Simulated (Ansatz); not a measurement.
Species: [Ti(Cl)2(NH2)2] (charge 0, multiplicity 1), formula H4Cl2N2Ti.

Task: How many basis functions does Ansatz (a program for electronic structure) with frozen-core CCSD(T)/def2-TZVPP // r2SCAN-D4/def2-SVP use, how many core orbitals are frozen, and how many electrons are correlated?

Result: 266 basis functions and 17 frozen orbitals, which leaves 40 correlated electrons. Core time is of the order of minutes.
